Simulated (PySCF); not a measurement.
C4H7NO, SMILES C(=N\C=C)/CO.

Geometry optimised at ωB97X-D3(BJ)/def2-SVP. The structure was generated by enumeration; whether it is a known compound was not checked. The values are those of a single conformer.

These are TDA-ωB97X/def2-SVPD (PySCF) values and carry that method's errors.

Vertical excitations. Isolated molecule, no solvent.

Give excitation energies, oscillator strengths and character. (Estimate from the structure and the level; the computed values follow.)


```json
[
 {"state": "S1", "energy (eV)": "4.80", "λ (nm)": "259", "f": "0.001", "main pairs": "HOMO−1→LUMO 92 %"},
 {"state": "S2", "energy (eV)": "6.35", "λ (nm)": "195", "f": "0.831", "main pairs": "HOMO→LUMO 90 %"},
 {"state": "S3", "energy (eV)": "6.90", "λ (nm)": "180", "f": "0.039", "main pairs": "HOMO−2→LUMO 78 %"},
 {"state": "S4", "energy (eV)": "7.60", "λ (nm)": "163", "f": "0.001", "main pairs": "HOMO−1→LUMO+3 48 %, HOMO−1→LUMO+5 11 %, HOMO−1→LUMO+4 9 %, HOMO−1→LUMO+2 7 %"},
 {"state": "S5", "energy (eV)": "7.72", "λ (nm)": "161", "f": "0.027", "main pairs": "HOMO→LUMO+2 54 %, HOMO→LUMO+1 32 %"},
 {"state": "S6", "energy (eV)": "7.92", "λ (nm)": "157", "f": "0.148", "main pairs": "HOMO→LUMO+3 36 %, HOMO→LUMO+2 15 %, HOMO−1→LUMO+1 10 %, HOMO→LUMO+5 8 %"},
 {"state": "S7", "energy (eV)": "8.03", "λ (nm)": "154", "f": "0.033", "main pairs": "HOMO−2→LUMO+1 32 %, HOMO−1→LUMO+1 18 %, HOMO→LUMO+3 17 %"},
 {"state": "S8", "energy (eV)": "8.25", "λ (nm)": "150", "f": "0.018", "main pairs": "HOMO−3→LUMO 74 %"},
 {"state": "S9", "energy (eV)": "8.31", "λ (nm)": "149", "f": "0.022", "main pairs": "HOMO→LUMO+4 77 %"},
 {"state": "S10", "energy (eV)": "8.48", "λ (nm)": "146", "f": "0.010", "main pairs": "HOMO−1→LUMO+1 40 %, HOMO−1→LUMO+2 16 %, HOMO−2→LUMO+1 8 %, HOMO−4→LUMO 7 %"},
 {"state": "T1", "energy (eV)": "3.51", "λ (nm)": "353", "f": "0", "main pairs": "HOMO→LUMO 87 %"},
 {"state": "T2", "energy (eV)": "4.21", "λ (nm)": "294", "f": "0", "main pairs": "HOMO−1→LUMO 86 %"},
 {"state": "T3", "energy (eV)": "5.39", "λ (nm)": "230", "f": "0", "main pairs": "HOMO→LUMO+3 31 %, HOMO−4→LUMO 28 %, HOMO→LUMO+5 10 %, HOMO→LUMO+4 7 %"},
 {"state": "T4", "energy (eV)": "6.55", "λ (nm)": "189", "f": "0", "main pairs": "HOMO−2→LUMO 75 %"}
]
```
Triplets are in the Tamm–Dancoff approximation.
